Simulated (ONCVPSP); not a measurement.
## Potentials for cadmium (Cd) compared

Generated with ld1.x 7.5 (TM, RRKJ, ultrasoft, PAW), atompaw 4.2 or ONCVPSP 4.0.1. The cutoff is in Ry: for ld1.x and atompaw files where the sum of valence levels is converged to 10 mRy in a Bessel basis, for ONCV files where the hardest occupied wave has 1 mHa per electron of residual kinetic energy. The error is the largest all-electron minus pseudo excitation energy over each file’s own four to seven test configurations (ionisations up to +4, promotions, holes and added fractions of an electron), all of which were solved. The labels leave out finer settings (local radius, basis sizes, second energies), which also bear on the numbers. Spin-polarised tests are not counted. The rows are a selection from randomly drawn settings: files with unsolved tests, undetermined cutoffs or missed reference levels are left out.

A true bound ghost makes a file unfit for plane-wave use even where its test errors are small: the radial tests pick states by their node count and pass the ghost by.

```csv
potential,cutoff (Ry),largest error (meV),bound ghosts
"ONCV, PBEsol, scalar-relativistic, rc 1.55/1.60/1.55 (spd), local smoothed, core correction yes, reference 4s2 4p6 4d10 5s1, qcut 9.3/8/11.1, projectors 2/2/2",74,-264,none
"ONCV, PBE, scalar-relativistic, rc 1.65/1.45/1.15 (spd), local smoothed, core correction yes, reference 4s2 4p6 4d10 5s1 5p1, qcut 5.6/9.9/9.9, projectors 2/2/2",76,-6.0,none
"ONCV, PBE, fully relativistic, rc 1.60/1.50/1.25 (spd), local smoothed, core correction yes, reference 4s2 4p6 4d10 5s1, qcut 6.4/7.4/8.2, projectors 2/3/3",66,-2.9,none
"ONCV, LDA (Perdew-Wang 92), scalar-relativistic, rc 2.50/1.15/1.80 (spd), local smoothed, core correction yes, reference 4p6 4d10 5s2, qcut 2.2/13.4/10, projectors 1/2/1",111,-82,s
"ONCV, PW91, scalar-relativistic, rc 1.90/1.50/1.05 (spd), local smoothed, core correction no, reference 4p6 4d10 5s2, qcut 2.8/11.1/9.9, projectors 3/2/2",78,+40,s
```

Problem. Fill in the row for Cd: ONCV, PBEsol, scalar-relativistic, rc 1.65/0.95/1.25 (spd), local smoothed, core correction yes, reference 4s2 4p6 4d10 5s1, qcut 6.9/5.2/4.9, projectors 2/2/1.

Solution. cutoff 535 Ry, largest error -9.7 meV, bound ghosts: none.
